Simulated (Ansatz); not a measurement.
Al3Cl (the lowest singlet isomer of a short search) was relaxed with PBE-D4 (def2-TZVP) in Ansatz in these states: charge +1 doublet, neutral quintet, neutral triplet. The geometries follow in no particular order.

A:

Cartesian coordinates in Å:
```
Al 0.437 -0.039 0.099
Al -1.803 -1.022 0.698
Al -1.131 1.281 -1.364
Cl 2.497 -0.220 0.567
```

B:

```csv
atom,x (Å),y (Å),z (Å)
Al1,0.0221,0.0311,0.6967
Al2,-0.6398,1.0479,-1.7608
Al3,0.5291,-1.2005,-1.6985
Cl4,0.0886,0.1215,2.7626
```

C:

```xyz
4

Al   -0.066   -0.251   -0.603
Al   -0.793    1.829    0.659
Al    0.620    0.146    2.050
Cl    0.239   -1.724   -2.106
```

Q: Judge from the bond lengths which geometry belongs to which state (an estimate).

A: A is the neutral quintet (Al2–Al3 3.164 Å, Al1–Al3 2.518 Å, Al1–Al2 2.518 Å); B is the charge +1 doublet (Al2–Al3 2.535 Å, Al1–Al3 2.741 Å, Al1–Al2 2.741 Å); C is the neutral triplet (Al2–Al3 2.600 Å, Al1–Al3 2.769 Å, Al1–Al2 2.539 Å).

At PBE0-D4/def2-TZVP a broken-symmetry singlet lies 1.44 eV below the neutral quintet. These are the stationary points nearest to one start from a short search; other shapes may lie lower in each state.
